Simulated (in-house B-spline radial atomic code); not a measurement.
S⁺. Computed with a B-spline radial atomic code. Model: all-electron spherical atom, spin shells full or empty, radial basis limit, no spin-orbit coupling: exact exchange with a local potential (Slater, KLI or optimised effective potential, whose far tail is KLI's), no correlation.

Exchange potential has not reached -1/r at the last radius.

The run also made RPA and GW results, which its time includes.

The Slater potential averages the orbital exchange potentials with the orbital densities as weights, KLI adds orbital constants, and the optimised effective potential minimises the exact-exchange energy among local potentials. So their energies lie above Hartree-Fock in the order OEP, KLI, Slater. All fall off as −1/r, unlike LDA and GGA exchange.

Command:
```bash
python run_gw.py task.json out
```
Settings (lengths in bohr, energies in hartree):
```
Z                      16
electrons              15
configuration          [Ne] 3s2 3p3
hamiltonian            nr
method                 oep
lmax                   9
spin_polarised         True
box_radius             23.78
intervals              71
```

Time taken, with all properties: 5.1 s on 1 thread of Arm Neoverse N1 (shared host).

Given: hamiltonian non-relativistic; mean-field start exchange-only OEP.

Computed: energy above Hartree-Fock 4.339 millihartree; virial ratio -E/T less 1 0.

```tsv
radius (bohr)	r times exchange potential up (hartree bohr)	r times exchange potential down (hartree bohr)
0.00313	-0.039801	-0.039769
0.00382	-0.048533	-0.048492
0.00468	-0.05938	-0.059332
0.00572	?	?
0.007	-0.088395	-0.08832
0.00857	-0.10777	-0.10768
0.0105	-0.13124	-0.13112
0.0128	-0.15861	-0.15847
0.0157	-0.19211	-0.19192
0.0192	-0.23081	-0.23058
0.0235	-0.27557	-0.27527
0.0287	-0.32531	-0.32493
0.0352	-0.38049	-0.37999
0.043	-0.43643	-0.43578
0.0526	?	?
0.0644	-0.53604	-0.53501
0.0788	-0.56366	-0.56239
0.0964	-0.56108	-0.55938
0.118	-0.52025	-0.51606
0.144	-0.47429	-0.46209
0.176	-0.519	-0.49783
0.216	-0.66993	-0.64825
0.264	-0.82123	-0.80085
0.323	-0.93878	-0.91898
0.395	-1.0157	-0.99631
0.484	-1.0335	-1.0165
0.592	-0.95881	-0.96295
0.724	-0.74477	-0.81781
0.886	-0.63263	-0.60423
1.08	-0.92413	-0.64102
1.33	-1.151	-0.83299
1.62	-1.2834	-0.91054
1.99	-1.353	-0.95516
2.43	-1.3458	-0.98244
2.97	-1.2852	-0.99547
3.64	-1.2062	-0.99865
4.45	-1.1372	-0.99949
```

**Question.** What belongs in the row 0.00572?

**Answer.** r times exchange potential up (hartree bohr): -0.072441; r times exchange potential down (hartree bohr): -0.07238.

**Question.** What belongs in the row 0.0526?

**Answer.** r times exchange potential up (hartree bohr): -0.49046; r times exchange potential down (hartree bohr): -0.48964.

| occupied | level (hartree) | Hartree-Fock level (hartree) |
| --- | --- | --- |
| 1s up | -88.801 | -92.45 |
| 1s down | ? | ? |
| 2s up | -8.4543 | -9.4431 |
| 2s down | ? | ? |
| 2p up | -6.4461 | -7.1333 |
| 2p down | -6.4034 | -7.0739 |
| 3s up | -1.2591 | -1.4124 |
| 3s down | -1.0677 | -1.0676 |
| 3p up | -0.86214 | -0.86242 |

**Question.** What belongs in the row 1s down?

**Answer.** level (hartree): -88.764; Hartree-Fock level (hartree): -92.417.

**Question.** What belongs in the row 2s down?

**Answer.** level (hartree): -8.4241; Hartree-Fock level (hartree): -9.4114.

| empty | level (hartree) |
| --- | --- |
| 3p down | -0.68429 |
| 4s up | -0.37359 |
| 3d up | -0.36435 |
| 4s down | ? |
| 4p up | -0.28483 |
| 3d down | -0.26052 |
| 4p down | -0.24936 |

**Question.** What belongs in the row 4s down?

**Answer.** level (hartree): -0.32483.

The highest level, 3p up, differs from Hartree-Fock by +0.0077 eV and the deepest, 1s up, by +99.3 eV: a local potential can match the highest level but can't give each shell its own exchange.
